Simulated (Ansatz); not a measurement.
CH5ClSiZn, SMILES `[CH3][Zn][SiH2]Cl`. Total charge 0; spin multiplicity 1.

| atom | x (Å) | y (Å) | z (Å) |
| --- | --- | --- | --- |
| C1 | -1.7503 | 1.0273 | 0.9091 |
| Zn2 | -0.1691 | 0.1453 | 0.1911 |
| Si3 | 1.7384 | -0.9446 | -0.7322 |
| Cl4 | 1.2468 | -1.6154 | -2.6444 |
| H5 | -1.5054 | 2.0259 | 1.2799 |
| H6 | -2.1745 | 0.4529 | 1.7367 |
| H7 | -2.5192 | 1.1306 | 0.1393 |
| H8 | 2.9368 | -0.0751 | -0.8983 |
| H9 | 2.1964 | -2.1470 | 0.0190 |

Question: List the harmonic frequencies (cm⁻¹, unscaled) at PBE0-D4/def2-TZVP in Ansatz. (An estimate is asked.)

Answer: Ansatz gave: 5, 64, 104, 140, 311, 400, 519, 563, 658, 658, 694, 795, 937, 1193, 1443, 1444, 2196, 2203, 3044, 3131, 3131.
